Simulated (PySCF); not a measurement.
A GIAO shielding run with PySCF 2.14 (density fitting, non-relativistic, gas phase) on SMILES [SiH2](NN=C)F, CH₅FN₂Si:

```
$ OMP_NUM_THREADS=1 python probes_run.py task.json out

{"job": {"kind": "nmr", "xc": "OPBE", "basis": "pcSseg-2", "pop": false}, "charge": 0, "multiplicity": 1}
C      1.779723     0.259108     0.137489
N      1.124088     0.360502    -0.950719
N     -0.196539     0.113154    -0.959702
Si    -1.265897    -0.274842     0.368052
F     -2.719069    -0.342558    -0.348598
H      1.335354    -0.031388     1.107374
H      2.852602     0.467917     0.112399
H     -0.603034     0.229578    -1.882258
H     -0.972043    -1.597213     0.983817
H     -1.276743     0.789562     1.408206
```

Hardware: 1 thread of an Arm Neoverse V1, shared host.

(1) How large is the calculation?

(2) How long does it take, and how much memory does it need?

(3) And these other runs on the same molecule and hardware: GIAO shielding at B3LYP/pcSseg-2; GIAO shielding at B97-D/pcSseg-2; GIAO shielding at BLYP/pcSseg-2; GIAO shielding at BP86/pcSseg-2; GIAO shielding at HF/pcSseg-2; GIAO shielding at KT2/pcSseg-2?

## Answers

(1) 48 electrons, 257 basis functions and 709 auxiliary functions.

(2) 34 s of wall time, with 16 SCF cycles; peak memory 0.84 GiB. Times on a shared host scatter by some tens of per cent.

(3) B3LYP/pcSseg-2: 257 functions, 22 s; B97-D/pcSseg-2: 257 functions, 34 s; BLYP/pcSseg-2: 257 functions, 33 s; BP86/pcSseg-2: 257 functions, 33 s; HF/pcSseg-2: 257 functions, 13 s; KT2/pcSseg-2: 257 functions, 34 s.
